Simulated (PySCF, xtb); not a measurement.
GeSe, SMILES [Se]=[Ge] (connectivity only; charge and spin as stated), neutral, multiplicity 1.

xtb 6.7.1 with GFN2-xTB at its own geometry gives an orbital gap of 2.78 eV and a dipole moment of 5.56 D.

Coordinates come from a B3LYP-D3(BJ)/def2-TZVP optimisation.

Q: What does PySCF with PBE/def2-TZVPD give? (Estimate from the structure and the level; the computed values follow.)

A: gap 3.38 eV (levels -6.61 and -3.23 eV), dipole 1.71 D.
